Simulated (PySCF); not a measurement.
## Potential energy of CaZn along the bond

Set-up: basis Ca pcseg-1, Zn pcseg-1; no relativity; PySCF 2.14. Energies in eV from Ca + Zn in their ground configurations at the same level. State: ¹Σ⁺ (singlet), closed shell.

All columns are BLYP. A positive dipole means Ca(−)Zn(+).

| R (Å) | E (eV) | μ (D) | Mulliken charge on Ca (basis-dependent) | HOMO (eV) | LUMO (eV) | Mayer bond order | ⟨S²⟩ |
| --- | --- | --- | --- | --- | --- | --- | --- |
| 3.260 | 0.044 | 0.71 | -0.09 | -3.33 | -1.84 | 0.34 | 0.00 |
| 3.412 | 0.007 | 0.58 | -0.07 | -3.38 | -1.83 | 0.28 | 0.00 |
| 3.563 | -0.011 | 0.48 | -0.06 | -3.42 | -1.81 | 0.23 | 0.00 |
| 3.677 | -0.017 | 0.41 | -0.05 | -3.44 | -1.81 | 0.20 | 0.00 |
| 3.791 | -0.019 | 0.35 | -0.04 | -3.47 | -1.80 | 0.17 | 0.00 |
| 3.905 | -0.018 | 0.29 | -0.03 | -3.49 | -1.79 | 0.14 | 0.00 |
| 4.056 | -0.015 | 0.24 | -0.02 | -3.51 | -1.79 | 0.11 | 0.00 |
| 4.246 | -0.009 | 0.18 | -0.02 | -3.54 | -1.78 | 0.08 | 0.00 |
| 4.473 | -0.003 | 0.13 | -0.01 | -3.56 | -1.78 | 0.06 | 0.00 |
| 4.777 | 0.004 | 0.08 | 0.00 | -3.58 | -1.77 | 0.03 | 0.00 |

A fit through these points gives, at Re = 3.804 Å, μ = 0.34 D and dμ/dR = -0.489 D/Å; the reduced mass is 24.59 u.

Question: How strong is the fundamental in the double-harmonic approximation, I = 42.26·(dμ/dR)²/μred km/mol?

Answer: I = 42.26·(-0.489)²/24.59 = 0.411 km/mol at BLYP.

Closed-shell solutions of metal pairs were not tested for spin polarisation, which can lower them a little. The bond is weak. Basis-set superposition, not corrected here, can be much of De in a small basis, most of all at correlated wavefunction levels. Functionals without a dispersion term scatter widely for such bonds, and LDA overbinds them.
